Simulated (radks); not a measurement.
Question: Species: Zn+. Configuration: [Ar] 3d8 4s1 4p2 (not the ground configuration). Calculated with a radial shooting solver on a logarithmic mesh with Libxc functionals: Dirac Kohn-Sham, OLYP, spin-unpolarised, spherical densities, finite nucleus; open shells fill j = l - 1/2 first; Fermi nuclear charge, rms radius 3.9283 fm. Some entries of the table are withheld. Estimate them.

orbital,occ.,eigenvalue (Ry),<r^2> (bohr^2)
1s1/2,2,-702.0178,0.003406
2s1/2,2,-87.49524,(1)
2p1/2,2,-77.33313,0.04715
2p3/2,4,-75.57991,0.04867
3s1/2,2,-11.64406,0.5208
3p1/2,2,(2),0.5618
3p3/2,4,(3),0.5777
3d3/2,4,-2.75619,0.7835
3d5/2,4,-2.72509,0.7926
4s1/2,1,-1.41813,5.148
4p1/2,2,-0.84690,7.857
4p3/2,0,-0.83172,8.063

Answer: 
(1) 2s1/2 <r^2> (bohr^2): 0.06027
(2) 3p1/2 eigenvalue (Ry): -8.40126
(3) 3p3/2 eigenvalue (Ry): -8.16756
